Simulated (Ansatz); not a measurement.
`O[SiH2][NH][AlH2]` + H₂ → `[AlH2][NH][SiH3]` + H₂O at 600 K and 1 bar (hydrogenolysis of the Si–O bond).

Calculated with Ansatz (gas phase, PBE0-D4/def2-TZVP geometries, no zero-point term in ΔE). CCSD(T)/CBS is the MP2 limit (def2-TZVPP, def2-QZVPP) plus CCSD(T) − MP2 in def2-TZVPP, frozen cores. This one scheme is used for every species. Each species was taken in one conformer, which may not be the lowest.

| species | CCSD(T)/CBS energy (Eh) | H − E (kJ/mol) | S (J/(mol·K)) |
| --- | --- | --- | --- |
| `O[SiH2][NH][AlH2]` | -664.68190 | 224.4 | 441.0 |
| H₂ | -1.17544 | 43.9 | 150.8 |
| `[AlH2][NH][SiH3]` | -589.44550 | 197.8 | 395.5 |
| H₂O | -76.37941 | 76.8 | 212.8 |

H − E and S are ideal-gas, rigid-rotor, harmonic terms from PBE0-D4/def2-TZVP, for one conformer and one mirror image of each species. The MP2-based limit puts H₂ 0.8 mEh under its directly extrapolated value; such offsets cancel only in part. 1 Eh = 2625.50 kJ/mol, R = 8.31446 J/(mol·K).

Problem. By hand: ΔE, ΔH, ΔS and ΔG.

Solution. ΔE = (-589.44550) + (-76.37941) − (-664.68190) − (-1.17544) = 0.03243 Eh = 85.1 kJ/mol. Δ(H − E) = 197.8 + 76.8 − 224.4 − 43.9 = 6.3, so ΔH = 91.4 kJ/mol. ΔS = 395.5 + 212.8 − 441.0 − 150.8 = 16.5 J/(mol·K). ΔG = 91.4 − 600 × (16.5)/1000 = 81.5 kJ/mol.

Problem. By hand: the equilibrium constant, and the temperature at which ΔG would vanish if ΔH and ΔS stayed fixed.

Solution. log₁₀ K = −ΔG/(RT ln 10) = -7.1. ΔG = 0 at ΔH/ΔS = 5539 K, far beyond where these terms or the molecules hold.

ΔH outweighs TΔS. A doubt of 5 kJ/mol in ΔE shifts log₁₀ K by 0.4 here. Other conformers and mirror images would add mixing entropy, several J/(mol·K) or more a flexible species. Modes under 60 cm⁻¹, often nearly free rotors, make the harmonic entropy too high. These are equilibria of isolated gas molecules and say nothing of rates. Largest T1 diagnostic: 0.012 (customary marks: 0.02 for closed shells, 0.045 for open ones).
